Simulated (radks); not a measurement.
Problem. All-electron atom: Ar3.5+ in [Ne] 3p(up 2, down 2) 3s(up 0.5, down 0) (fractional occupations, a model configuration). Calculated with a radial shooting solver on a logarithmic mesh with Libxc functionals: scalar-relativistic Kohn-Sham, PBE, spin-polarised, spherical densities, point nucleus. Some entries of the table are withheld. Estimate them.

orbital,occ.,eigenvalue (Ry),<r^2> (bohr^2)
1s up,1,-233.8636,0.009886
1s down,1,-233.8515,0.009886
2s up,1,-26.19329,0.2024
2s down,1,-26.17990,0.2023
2p up,3,-21.27655,0.1749
2p down,3,-21.26300,0.1747
3s up,0.5,-5.48709,1.834
3s down,0,-5.42145,1.846
3p up,2,-4.31366,(1)
3p down,2,-4.25294,(2)

Solution. 
(1) 3p up <r^2> (bohr^2): 2.131
(2) 3p down <r^2> (bohr^2): 2.152
